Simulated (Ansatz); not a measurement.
Several settings on one geometry of Au₂F₂ (the lowest singlet isomer of a short search) (that of the charge 0 singlet, PBE0-D4/def2-TZVP). Ansatz on 4 threads of Arm Neoverse V2 on a shared host; times are rough.

| atom | x (Å) | y (Å) | z (Å) |
| --- | --- | --- | --- |
| Au1 | -0.481 | 1.848 | -0.039 |
| Au2 | 0.157 | -0.601 | 0.013 |
| F3 | 2.013 | -0.144 | -0.100 |
| F4 | -1.689 | -1.103 | 0.127 |

Totals from different functionals, basis sets or treatments of relativity can't be compared as stabilities.

In the def2 sets Au takes a core potential; there is no spin–orbit coupling. LC-ωPBE has ω = 0.4 bohr⁻¹.

The spins typed aren't always the lowest for that charge.

Task: Give the basis size and estimate the energy, ⟨S²⟩ and time of these runs.

| run | method | charge | state | further keys |
| --- | --- | --- | --- | --- |
| 1 | RKS revPBE-D3(BJ)-ATM/def2-mTZVP | 0 | singlet | – |
| 2 | RKS LC-ωPBE/def2-mTZVPP | 0 | singlet | – |
| 3 | ROKS RPBE/def2-TZVP | -1 | doublet | – |

Result: 
```csv
run,functions,energy (Eh),⟨S²⟩,wall time
1,110,-471.3289,–,3.1 s
2,120,-471.1377,–,1.4 s
3,142,-471.5089,–,18 s
```

The highest occupied level of an anion often lies above zero with these methods, and sets without diffuse functions describe the outer electron poorly.
